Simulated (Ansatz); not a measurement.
System: C$_{3}$H$_{4}$NSSi, net charge 0, doublet state. It need not be the lowest isomer of its formula. SMILES: [SiH3]c1[c]scn1
Geometry: optimised at B3LYP-D3(BJ)/def2-TZVP (Ansatz, an electronic-structure program).

Parts of the frozen-core correlation energy in cc-pwCVTZ (Ansatz, hartree). Frozen orbitals: 14; correlated occupied orbitals by spin: 16 and 15; virtual: 316 and 317. Open shells are spin-unrestricted. Spin-orbit coupling is left out. Non-relativistic.

| term | value |
|---|---|
| reference (HF) | -856.84749 |
| MP2 opposite-spin | -0.68848 |
| MP2 same-spin | -0.22926 |
| CCSD correlation | -0.97366 |
| (T) | -0.05541 |
| T1 diagnostic | 0.040 |
| largest doubles amplitude | 0.054 |
| <S^2> of the reference | 1.110 |
